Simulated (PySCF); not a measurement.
UHF on Si²⁺ (silicon, charge +2)

Configuration: [Ne] 3s2, closed-shell 1S. Computed with PySCF 2.14 in def2-SVP (4s3p1d, 18 functions), with the non-relativistic Hamiltonian (point nucleus).

```json
{
  "Total energy": "-287.891436 hartree",
  "One-electron energy": "-390.0288 hartree",
  "Hartree (Coulomb) energy": "121.9017 hartree",
  "Exchange energy": "-19.7643 hartree",
  "Kinetic energy": "287.68834 hartree",
  "⟨S²⟩": "0.0000",
  "⟨L²⟩": "0.000",
  "Sum of ⟨r⟩": "8.560 bohr",
  "Sum of ⟨r²⟩": "12.08 bohr²",
  "Density at the nucleus (Gaussians lack the cusp)": "1600 bohr⁻³",
  "Langevin diamagnetic susceptibility": "-9.57 ×10⁻⁶ cm³/mol",
  "Time after the integrals": "0.03 s of wall time on 1 thread of Neoverse-V2 (shared host)"
}
```

```json
{"shell": "1s", "electrons": "2", "mean orbital energy (eV)": "-1894.1", "rms radius, mean of both spins (bohr)": "0.129"}
{"shell": "2s", "electrons": "2", "mean orbital energy (eV)": "-189.09", "rms radius, mean of both spins (bohr)": "0.614"}
{"shell": "2p", "electrons": "6", "mean orbital energy (eV)": "-137.36", "rms radius, mean of both spins (bohr)": "0.599"}
{"shell": "3s", "electrons": "2", "mean orbital energy (eV)": "-32.066", "rms radius, mean of both spins (bohr)": "2.14"}
```
